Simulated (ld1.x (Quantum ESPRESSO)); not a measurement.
# Pd (Z = 46), ultrasoft: configuration errors across variants

```json
{
 "Element": "Pd",
 "Generator": "ld1.x (Quantum ESPRESSO) 7.5",
 "Type": "ultrasoft",
 "Functional": "PBE",
 "Relativity": "scalar-relativistic",
 "Frozen core": "[Kr]",
 "Valence charge": "10",
 "Reference configuration": "4d10 5s0 5p0",
 "Partial waves": "5s (bound, empty): rcut 1.85, rcutus 2.30 bohr; 5s channel at 1.5 Ry: rcut 1.85, rcutus 2.30 bohr; 5p (bound, empty): rcut 2.45, rcutus 3.05 bohr; 5p channel at 0.55 Ry: rcut 2.45, rcutus 3.05 bohr; 4d (bound): rcut 2.05, rcutus 2.20 bohr; 4d channel at 5 Ry: rcut 2.05, rcutus 2.20 bohr",
 "Local potential": "all-electron potential smoothed inside 2.00 bohr (lloc = -1)",
 "Core correction": "Bessel-smoothed model core, default radius (core density twice the valence density)",
 "Augmentation charge": "PSQ, radius 1.75 bohr"
}
```

All-electron excitation energies from the reference (eV): (1) 4d9 5s0 5p0 9.115; (2) 4d8 5s0 5p0 29.934; (3) 4d7 5s0 5p0 64.293; (4) 4d9.5 5s0 5p0 3.234.

The default core radius of the base comes out at 0.86 bohr.

The overlap operator is not positive definite (basis up to 400 Ry) in “base”, “augmentation PSQ, radius 1.95 bohr”, “local potential all-electron potential smoothed inside 2.50 bohr (lloc = -1)”, “waves 5p (bound): rcut 2.45, rcutus 4.52 bohr; 5p channel at 0.55 Ry: rcut 2.45, rcutus 4.52 bohr”, “core correction Bessel-smoothed model core inside 2.44 bohr”. Such files are unfit for use, however small their errors in these radial tests.

4 further variants failed, have other tests or too few solved ones, and are left out.

A true bound ghost makes a file unfit for plane-wave use even where its test errors are small: the radial tests pick states by their node count and pass the ghost by. Where a test does run into it, the solver fails or the error is huge.

Errors AE − PS in meV (a dash: test not solved or not reliable):

| change | (1) | (2) | (3) | (4) | bound ghosts |
| --- | --- | --- | --- | --- | --- |
| base | -9.8 | -94 | -377 | -1.1 | not determined (overlap not positive) |
| augmentation PSQ, radius 1.95 bohr | -9.3 | -99 | -420 | -0.9 | not determined (overlap not positive) |
| local potential all-electron potential smoothed inside 2.50 bohr (lloc = -1) | -44 | -225 | -610 | -9.1 | not determined (overlap not positive) |
| waves 5p (bound): rcut 2.45, rcutus 4.52 bohr; 5p channel at 0.55 Ry: rcut 2.45, rcutus 4.52 bohr | -9.8 | -94 | -377 | -1.1 | not determined (overlap not positive) |
| core correction Bessel-smoothed model core inside 2.44 bohr | -5.0 | -60 | -257 | -0.3 | not determined (overlap not positive) |

Q: Give the same row for: local potential all-electron potential smoothed inside 1.16 bohr (lloc = -1).

A: -15, -115, -420, -2.2; bound ghosts: p (s not tested, overlap not positive). Not counted: 4d8 5s1 5p0 (solver errors, printed error -4.0 eV). Its overlap operator is not positive definite in a basis up to 400 Ry (lowest eigenvalue s -0.07), so the file is unfit for use: the generalised eigenproblem breaks down once the basis is large enough, and its test numbers describe a broken file.
